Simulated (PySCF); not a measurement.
**Spin-rotation constants: SMILES C=C(F)/C=C\C(F)F, C₅H₅F₃**

Molfile (atoms numbered from 1):
```
C5H5F3
     RDKit          3D

 13 12  0  0  0  0  0  0  0  0999 V2000
   -2.4865   -0.2646   -0.2211 C   0  0  0  0  0  0  0  0  0  0  0  0
   -1.1894   -0.3566    0.0555 C   0  0  0  0  0  0  0  0  0  0  0  0
   -0.6785   -1.5827    0.3107 F   0  0  0  0  0  0  0  0  0  0  0  0
   -0.2732    0.7656    0.1054 C   0  0  0  0  0  0  0  0  0  0  0  0
    1.0322    0.7848    0.3736 C   0  0  0  0  0  0  0  0  0  0  0  0
    1.9260   -0.3724    0.7006 C   0  0  0  0  0  0  0  0  0  0  0  0
    2.5152   -0.1636    1.9103 F   0  0  0  0  0  0  0  0  0  0  0  0
    2.9470   -0.4256   -0.1989 F   0  0  0  0  0  0  0  0  0  0  0  0
   -2.9436    0.6831   -0.4308 H   0  0  0  0  0  0  0  0  0  0  0  0
   -3.1084   -1.1412   -0.2404 H   0  0  0  0  0  0  0  0  0  0  0  0
   -0.7599    1.7065   -0.1115 H   0  0  0  0  0  0  0  0  0  0  0  0
    1.5631    1.7270    0.3669 H   0  0  0  0  0  0  0  0  0  0  0  0
    1.4515   -1.3597    0.7263 H   0  0  0  0  0  0  0  0  0  0  0  0
  1  2  2  0
  2  3  1  0
  2  4  1  0
  4  5  2  0
  5  6  1  0
  6  7  1  0
  6  8  1  0
  1  9  1  0
  1 10  1  0
  4 11  1  0
  5 12  1  0
  6 13  1  0
M  END
```

Method: PySCF 2.14.0, GIAO B97-2/pcSseg-1 magnetisability, rotational g tensor and spin-rotation constants, non-relativistic, gas phase. Geometry: GFN2-xTB.

Q: Give the nuclear spin-rotation constants along the inertial axes (H = +C I·J) beside the isotropic shieldings.

A: Rotational constants 4.4156, 1.0496, 0.9976 GHz. A star marks the isotopologue with that one atom substituted, in its own axes.
| atom | isotope | Caa (kHz) | Cbb (kHz) | Ccc (kHz) | mean (kHz) | σ (ppm) |
| --- | --- | --- | --- | --- | --- | --- |
| F3 | 19F | 6.766 | 1.209 | 0.531 | 2.835 | 284.3 |
| F7 | 19F | 2.845 | 1.612 | 0.750 | 1.736 | 301.4 |
| F8 | 19F | 2.843 | 1.614 | 0.751 | 1.736 | 301.3 |
| H9 | 1H | -0.314 | 0.054 | -0.126 | -0.128 | 26.9 |
| H10 | 1H | -0.133 | 0.013 | -0.120 | -0.080 | 26.5 |
| H11 | 1H | -0.330 | 0.075 | -0.121 | -0.125 | 25.7 |
| H12 | 1H | -0.236 | 0.054 | -0.123 | -0.102 | 25.9 |
| H13 | 1H | -0.233 | 0.059 | -0.099 | -0.091 | 24.5 |
| C1 | 13C* | 1.208 | 0.427 | 0.141 | 0.592 | 80.3 |
| C2 | 13C* | 1.435 | 0.555 | 0.261 | 0.750 | 16.0 |
| C4 | 13C* | 1.387 | 0.489 | 0.152 | 0.676 | 57.1 |
| C5 | 13C* | 1.480 | 0.480 | 0.155 | 0.705 | 54.4 |
| C6 | 13C* | 1.310 | 0.320 | 0.262 | 0.631 | 70.2 |

For the geometry as given, no vibrational averaging.

Q: How do the rotational constants and the g tensor change when H9, H10, H11, H12, H13 are replaced by deuterium?

A: Constants 4.0224, 0.9863, 0.9211 GHz; g -0.0442, -0.0152, -0.0037, against -0.0483, -0.0161, -0.0038 before.
